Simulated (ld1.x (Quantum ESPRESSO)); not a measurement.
**Logarithmic derivatives: lithium (Li), TM**

Li, norm-conserving Troullier–Martins (Kleinman–Bylander form), made with ld1.x (Quantum ESPRESSO) 7.5 (LDA (PZ), scalar-relativistic). Core [He], reference 2s0.5 2p0.5. Waves: 2s (bound): rc 3.45 bohr; 2p (bound): rc 4.20 bohr. Local part: the p channel. Core correction: none.

The phase is arctan(r·u′/u) with u = r·R(r), unwrapped; energies in Ry, scanned from -2 to 5 Ry. A pole is an energy at which the radial function vanishes at the test radius. The pseudo phase is shifted by a multiple of π to meet the all-electron one at the reference energy, and phase errors are pseudo minus all-electron; the curves can meet again beyond the range given. Levels narrower than the energy grid can be missing from the lists of poles.

```tsv
channel	radius (bohr)	reference energy (Ry)	poles, all-electron	poles, pseudo	unbroken range about the reference energy with phases within 0.05 rad	phase error 1 Ry above the reference energy (rad)
s	4.57	-0.23	0.04, 1.93, 4.93	0.04, 1.56, 3.39	below 0.7	-0.170
p	4.57	-0.10	0.21, 1.77, 4.36	0.22, 2.02, 4.86	below 0.5	+0.778
```

Phases in the p channel:

| E (Ry) | all-electron | pseudo |
| --- | --- | --- |
| -2.00 | 1.409 | 1.409 |
| -1.76 | 1.397 | 1.398 |
| -1.52 | 1.383 | 1.383 |
| -1.28 | 1.363 | 1.363 |
| -1.04 | 1.336 | 1.336 |
| -0.80 | 1.293 | 1.294 |
| -0.56 | 1.215 | 1.216 |
| -0.32 | 0.997 | 0.999 |
| -0.08 | -0.541 | -0.540 |
| 0.16 | -1.514 | -1.507 |
| 0.40 | -1.736 | -1.714 |
| 0.64 | -2.007 | -1.916 |
| 0.88 | -3.280 | -2.556 |
| 1.12 | -4.369 | -4.103 |
| 1.36 | -4.578 | -4.482 |
| 1.60 | -4.669 | -4.607 |
| 1.84 | -4.729 | -4.675 |
| 2.08 | -4.784 | -4.724 |
| 2.32 | -4.850 | -4.769 |
| 2.56 | -4.966 | -4.819 |
| 2.80 | -5.354 | -4.895 |
| 3.04 | -7.078 | -5.064 |
| 3.28 | -7.587 | -5.889 |
| 3.52 | -7.714 | -7.376 |
| 3.76 | -7.774 | -7.642 |
| 4.00 | -7.812 | -7.734 |
| 4.24 | -7.841 | -7.783 |
| 4.48 | -7.866 | -7.815 |
| 4.72 | -7.891 | -7.841 |
| 4.96 | -7.918 | -7.863 |
